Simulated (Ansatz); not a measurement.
`OCB(F)Br` + `CBN` → `CBNCO` + `FBBr`  (substitution at a C–B bond)

Computed with Ansatz on PBE0-D4/def2-TZVP structures; ΔE is electronic, products minus reactants. CCSD(T)/CBS adds triple-zeta CCSD(T) − MP2 to the extrapolated MP2 energy (def2 sets, frozen cores). DFT in def2-TZVPP. B3LYP here is the variant with VWN-RPA as its local correlation; programs differ in this. For Br outer-core shells are correlated without core-valence functions, which leaves a few kJ/mol of doubt a bond. Scalar relativity is left out up to krypton. Each species was taken in one conformer, which may not be the lowest.

`OCB(F)Br`:

```xyz
8

O    -1.433   -0.675    0.145
C    -0.398    0.180    0.554
B     0.888    0.251   -0.326
F     1.888    1.035    0.008
Br    1.067   -0.800   -1.928
H    -1.166   -1.116   -0.668
H    -0.776    1.211    0.644
H    -0.070   -0.086    1.572
```

`CBN`:

Cartesian coordinates in Å:
```
C 0.529 -0.655 0.822
B -0.089 -0.197 -0.545
N -0.662 1.060 -0.710
H 1.584 -0.921 0.692
H 0.039 -1.568 1.175
H 0.465 0.093 1.617
H -0.087 -0.926 -1.502
H -1.064 1.372 -1.577
H -0.714 1.742 0.028
```

`CBNCO`:

Cartesian coordinates in Å:
```
C -0.464 2.050 -0.583
B -0.563 0.495 -0.416
N 0.214 -0.204 0.506
C 0.210 -1.623 0.721
O 1.420 -2.235 0.352
H -0.208 2.308 -1.616
H 0.266 2.529 0.075
H -1.439 2.515 -0.400
H -1.321 -0.158 -1.085
H 0.882 0.288 1.082
H 0.088 -1.857 1.781
H -0.641 -2.035 0.169
H 1.556 -2.073 -0.587
```

`FBBr`:

Z-matrix (Å, degrees):
```
B
F 1 1.309
Br 1 1.905 2 119.0
H 1 1.190 2 120.7 3 -180.0
```

```
             level  ΔE (eV)
           ωB97M-V     0.43
             B3LYP     0.39
    MP2/def2-QZVPP     0.40
SCS-MP2/def2-QZVPP     0.36
```

Task: What does CCSD(T)/CBS give? (An estimate is asked.)

Result: Ansatz gave: +0.40 eV. The listed levels differ from it by 0.03, -0.01, 0.00, -0.04 eV.

Largest T1 diagnostic among the species: 0.012.

In def2-TZVPP, CCSD(T) changes the Hartree–Fock value by +0.06 eV (the triples alone add +0.00 eV) and MP2 by +0.08 eV.
